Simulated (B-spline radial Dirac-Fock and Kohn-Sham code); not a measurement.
Photoelectron lines of Gd at Cr Kα (5414.7 eV)

System: neutral gadolinium, configuration [Xe] 4f7 5d1 6s2.

Level of theory: Dirac-Hartree-Slater photoionisation with all multipoles and Dirac-Fock thresholds; an atomic code on a B-spline grid. The asymmetry parameter β is from the dipole term alone. Kinetic energies are from the vacuum level. Open shells are spread statistically over j, without multiplet splitting.

| subshell | electrons | binding (eV) | kinetic (eV) | σ (kb) | β |
| --- | --- | --- | --- | --- | --- |
| 3s | 2 | 1898.0 | 3516.7 | 8.44 | 1.97 |
| 3p1/2 | 2 | 1703.8 | 3710.9 | 10.4 | 1.59 |
| 3p3/2 | 4 | 1560.3 | 3854.4 | 19.1 | 1.67 |
| 3d3/2 | 4 | 1229.0 | 4185.7 | 10.4 | 1.21 |
| 3d5/2 | 6 | 1198.6 | 4216.1 | 14.2 | 1.14 |
| 4s | 2 | 400.4 | 5014.3 | 2.14 | 1.98 |
| 4p1/2 | 2 | 323.4 | 5091.3 | 2.29 | 1.61 |
| 4p3/2 | 4 | 291.6 | 5123.1 | 4.10 | 1.69 |
| 4d3/2 | 4 | 163.7 | 5251.0 | 1.86 | 1.20 |
| 4d5/2 | 6 | 158.0 | 5256.7 | 2.55 | 1.12 |
| 4f5/2 | 3 | 13.22 | 5401.5 | 0.0587 | 0.73 |
| 4f7/2 | 4 | 12.46 | 5402.2 | 0.0735 | 0.71 |
| 5s | 2 | 58.33 | 5356.4 | 0.378 | 1.98 |
| 5p1/2 | 2 | 34.72 | 5380.0 | 0.331 | 1.61 |
| 5p3/2 | 4 | 30.36 | 5384.3 | 0.569 | 1.69 |
| 5d3/2 | 0.4 | 5.32 | 5409.4 | 0.0112 | 1.20 |
| 5d5/2 | 0.6 | 5.15 | 5409.6 | 0.0148 | 1.12 |
| 6s | 2 | 5.20 | 5409.5 | 0.0388 | 1.98 |

Branching ratios of the spin-orbit partners (statistical value in brackets): 3p 1.83 (2.00), 3d 1.37 (1.50), 4p 1.79 (2.00), 4d 1.37 (1.50), 4f 1.25 (1.33), 5p 1.72 (2.00), 5d 1.32 (1.50).

Values without a named source are computed, but for edge energies of neutral atoms, which are taken from tables.
